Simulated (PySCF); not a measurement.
C3H8B2ClN.
SMILES with atom numbers: `[BH2:1][NH:2][BH:3][CH2:4]/[CH:5]=[CH:6]/[Cl:7]` (hydrogens: H8, H9 on B1; H10 on N2; H11 on B3; H12, H13 on C4; H14 on C5; H15 on C6)

Cartesian coordinates in Å at the GFN2-xTB level; atoms count from 1:
```
atom  x, y, z in Å
B1    -2.8155    1.0417   -0.2271
N2    -1.6805    0.2574    0.0633
B3    -0.7387   -0.2832   -0.8330
C4     0.5104   -1.1084   -0.2772
C5     1.7699   -0.3706   -0.6025
C6     2.5377    0.1973    0.3108
Cl7    3.9648    1.0847   -0.0883
H8    -3.4859    1.4279    0.6518
H9    -3.0622    1.2900   -1.3414
H10   -1.5105    0.0721    1.0444
H11   -0.8769   -0.1018   -1.9793
H12    0.4599   -1.2819    0.7992
H13    0.5560   -2.0829   -0.7696
H14    2.0207   -0.2887   -1.6503
H15    2.3464    0.1545    1.3717
```

Vertical excitations from PySCF (density fitting, frozen core in the response, grid level 2 and gas phase unless stated; continuum runs use non-equilibrium linear response for the excitations) on a GFN2-xTB geometry. Reference run:

```csv
settings,"S1, eV (f)","S2, eV (f)","S3, eV (f)","S4, eV (f)","S5, eV (f)","S6, eV (f)","T1, eV (Tamm–Dancoff)",mean α (au)
"PBE0/def2-SVPD, full TDDFT, 6 singlets",4.81 (0.059),6.30 (0.152),6.36 (0.007),6.36 (0.050),6.60 (0.002),6.71 (0.009),3.93,89.2
```

Task: What do these settings give: PBE0/3-21G, grid level 3, TDA, 25 singlets?

Result: 
```tsv
settings	S1, eV (f)	S2, eV (f)	S3, eV (f)	S4, eV (f)	S5, eV (f)	S6, eV (f)	T1, eV (Tamm–Dancoff)	mean α (au)
PBE0/3-21G, grid level 3, TDA, 25 singlets	4.97 (0.061)	6.53 (0.000)	6.78 (0.004)	6.91 (0.005)	7.04 (0.135)	7.20 (0.214)	4.12	67.5
```

S1 moves by +0.16 eV; basis and response scheme change together, so the shift can't be laid on one. States are counted by energy in each run and needn't keep their character from row to row.

Task: Which orbital pairs make up S1 in each run, and how does it sit against the orbital gap?

Result: 
```json
{"settings": "PBE0/def2-SVPD, full TDDFT, 6 singlets", "S1 configurations (weight)": "H→L 0.97", "S1 (eV)": "4.81", "orbital gap (eV)": "5.73", "S1 − gap (eV)": "-0.92"}
{"settings": "PBE0/3-21G, grid level 3, TDA, 25 singlets", "S1 configurations (weight)": "H→L 0.97", "S1 (eV)": "4.97", "orbital gap (eV)": "5.86", "S1 − gap (eV)": "-0.89"}
```

One conformer stands for the species.
